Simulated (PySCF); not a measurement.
C₄H₅FSi₂.
SMILES: `C#C[Si@]1(F)C=C[SiH2]1`

The closed-shell ground state was solved at several levels (PySCF, density fitting, gas phase, non-relativistic). Geometry: PBE0-D3(BJ)/def2-SVP; no solvent, vibrations or thermal averaging.

```csv
level,basis functions,total energy (Eh),HOMO (eV),LUMO (eV),gap (eV),dipole (D)
B3LYP/cc-pVTZ,288,-834.3883,-7.49,-1.37,6.12,1.96
mPW1PW91/pcSseg-1,158,-834.1347,-7.85,-1.23,6.62,2.06
wB97X-D/pcSseg-1,158,-834.0840,-9.62,0.58,10.20,2.08
PBE0/cc-pVDZ,131,-833.6983,-7.63,-1.05,6.58,2.03
"PBE0/6-311+G(2d,p)",235,-833.7923,-7.76,-1.31,6.45,2.16
KT2/pcSseg-1,158,-843.3540,-6.73,-2.19,4.54,1.95
HF/pcSseg-1,158,-831.5865,-10.40,2.60,13.00,2.26
```

Q: What might PBE0/pcSseg-0 (81 basis functions) give for the same quantities?

A: Total energy -832.4428 Eh, HOMO -8.11 eV, LUMO -1.17 eV, gap 6.94 eV, dipole 2.26 D.

Q: Over all these levels, which gives the widest orbital gap and which the narrowest?

A: HF/pcSseg-1 (Hartree–Fock, all exact exchange) has the widest, 13.00 eV, and KT2/pcSseg-1 (GGA) the narrowest, 4.54 eV. The two share the basis. From the narrowest to the widest the HOMO moves by -3.67 eV and the LUMO by +4.79 eV.

Q: How much does the basis alone move the frontier levels among the 3 PBE0 rows (the withheld one included)?

A: The HOMO by 0.48 eV and the LUMO by 0.26 eV. By rising basis size (HOMO, LUMO in eV): pcSseg-0 -8.11, -1.17; cc-pVDZ -7.63, -1.05; 6-311+G(2d,p) -7.76, -1.31.

Q: In the pcSseg-1 basis, how does the gap go with the fixed share of exact exchange?

A: KT2 (0 %) 4.54 eV; mPW1PW91 (25 %) 6.62 eV; HF (100 %) 13.00 eV. Each rise in the share widens the gap here.

Q: How far do the dipole and the HOMO energy spread over the levels?

A: The dipole runs from 1.95 to 2.26 D (mean 2.09 D) and the HOMO from -10.40 to -6.73 eV.

The pairwise dispersion term of wB97X-D wasn't added to the energies; at a given geometry it leaves orbitals and properties as they are.
